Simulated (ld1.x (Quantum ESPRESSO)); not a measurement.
# Reading a pseudo-wave (hydrogen)

Columns: radius, all-electron u(r) and pseudo u(r) of the 1s shell (level -6.49 eV) of hydrogen in the configuration 1s1; PBE, non-relativistic, PAW scheme, ld1.x (Quantum ESPRESSO) 7.5.

```tsv
r (bohr)	all-electron	pseudo
0.042	0.0773	0.0632
0.085	0.1498	0.1271
0.128	0.2158	0.1893
0.170	0.2746	0.2477
0.212	0.3281	0.3032
0.255	0.3777	0.3563
0.298	0.4225	0.4054
0.340	0.4618	0.4490
0.382	0.4972	0.4884
0.425	0.5296	0.5242
0.467	0.5578	0.5550
0.510	0.5833	0.5823
0.552	0.6052	0.6053
0.595	0.6247	0.6254
0.638	0.6417	0.6424
0.680	0.6558	0.6564
0.722	0.6678	0.6681
0.765	0.6780	0.6781
0.807	0.6861	0.6862
0.850	0.6927	0.6927
0.892	0.6975	0.6975
0.935	0.7009	0.7009
0.977	0.7029	0.7029
1.020	0.7037	0.7037
1.062	0.7033	0.7033
1.105	0.7019	0.7019
```

How many radial nodes do the two functions have?

The all-electron 1s function has n − l − 1 = 0; the pseudo-wave has 0.

At about which radius was the pseudo-wave matched?

0.85 bohr. The columns agree to 0.0005 from 0.72 bohr on; several derivatives are matched, so the curves merge somewhat inside the radius.

Where does each function peak?

Outermost all-electron maximum near 1.02 bohr, pseudo maximum near 1.02 bohr (to the table’s step).

Is the pseudo-wave norm-conserving?

No, it belongs to a PAW set: the norm inside the radius is not constrained, and the difference is carried by the augmentation charge.
